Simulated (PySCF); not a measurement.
Species: C3H5F3Si.
SMILES with atom numbers: `[F:1][C:2]([F:3])([F:4])[C@H:5]1[CH2:6][SiH2:7]1` (hydrogens: H8 on C5; H9, H10 on C6; H11, H12 on Si7)

Computed by this run: PySCF 2.14.0, PBE0-D3(BJ)/def2-SVP geometry optimisation, gas phase; density fitting, grid level 1; the optimiser is geomeTRIC in internal coordinates, started from a GFN2-xTB structure with every atom displaced at random (about 0.01 Å).

The end geometry, which sets the zero of energy:
```
atom  x, y, z in Å
F1      0.9406   -0.5487   -1.6896
C2      1.3703   -0.4781   -0.4175
F3      1.8302   -1.6865   -0.0817
F4      2.4211    0.3543   -0.4142
C5      0.2874   -0.0230    0.5004
C6     -0.5851    1.1596    0.0544
Si7    -1.5158   -0.4397    0.2316
H8      0.6405    0.0085    1.5371
H9     -0.7125    1.9746    0.7734
H10    -0.4060    1.5149   -0.9666
H11    -1.9084   -1.1853   -0.9852
H12    -2.3283   -0.6831    1.4468
```

Question: These geometries come from the run, each turned onto the end geometry. Order them by energy, lowest first.
A.
```
atom  x, y, z in Å
F1      0.9318   -0.6118   -1.6813
C2      1.3648   -0.4792   -0.4197
F3      1.8862   -1.6531   -0.0801
F4      2.3892    0.3925   -0.4634
C5      0.2747   -0.0450    0.5143
C6     -0.5814    1.1531    0.0614
Si7    -1.5268   -0.4370    0.2204
H8      0.6465   -0.0028    1.5444
H9     -0.7108    1.9538    0.7970
H10    -0.3617    1.5369   -0.9410
H11    -1.9144   -1.1973   -0.9898
H12    -2.3641   -0.6425    1.4265
```
B.
```
atom  x, y, z in Å
F1      0.9164   -0.6019   -1.6824
C2      1.3642   -0.4834   -0.4199
F3      1.8747   -1.6636   -0.0589
F4      2.3838    0.3866   -0.4585
C5      0.2857   -0.0367    0.5081
C6     -0.5770    1.1566    0.0597
Si7    -1.5184   -0.4356    0.2208
H8      0.6504   -0.0037    1.5405
H9     -0.7167    1.9550    0.7951
H10    -0.3728    1.5370   -0.9472
H11    -1.9052   -1.1849   -0.9951
H12    -2.3511   -0.6579    1.4267
```
C.
```
atom  x, y, z in Å
F1      0.8742   -0.6507   -1.6584
C2      1.3119   -0.4757   -0.4069
F3      1.8328   -1.6630   -0.0689
F4      2.3954    0.3836   -0.5117
C5      0.2684   -0.0285    0.5341
C6     -0.5929    1.1666    0.0640
Si7    -1.5328   -0.4564    0.1900
H8      0.6886    0.0486    1.5431
H9     -0.7282    1.9535    0.8126
H10    -0.3202    1.5600   -0.8912
H11    -1.8271   -1.2088   -1.0065
H12    -2.3362   -0.6616    1.3884
```
D.
```
atom  x, y, z in Å
F1      0.9659   -0.5654   -1.7131
C2      1.3747   -0.4950   -0.4356
F3      1.9340   -1.6492   -0.0956
F4      2.3145    0.4585   -0.3615
C5      0.2651   -0.0845    0.4895
C6     -0.5678    1.1322    0.0403
Si7    -1.5527   -0.4331    0.2329
H8      0.6510   -0.0385    1.5137
H9     -0.6727    1.9358    0.7761
H10    -0.3308    1.5109   -0.9636
H11    -1.9763   -1.2081   -0.9497
H12    -2.3709   -0.5961    1.4558
```

Answer: B (0.003 eV), A (0.015 eV), D (0.059 eV), C (0.146 eV).

In the order of the answer:

| step | E above end (eV) | largest force (eV/Å) | rms force component (eV/Å) | rms distance from end (Å) | rms bond change (Å) | bond most changed (Å) |
| --- | --- | --- | --- | --- | --- | --- |
| 4 | 0.003 | 0.09 | 0.021 | 0.037 | 0.001 | C5–C6 +0.003 |
| 2 | 0.015 | 0.45 | 0.133 | 0.043 | 0.004 | C2–C5 +0.009 |
| 1 | 0.059 | 1.19 | 0.244 | 0.079 | 0.005 | C2–C5 +0.011 |
| 0 | 0.146 | 2.06 | 0.596 | 0.075 | 0.022 | C2–F4 +0.046 |

The cost below is that of the whole optimisation. On Arm Neoverse V1, one thread, no GPU, on a shared host, this took 1.7 min and 0.54 GiB of memory at its peak.
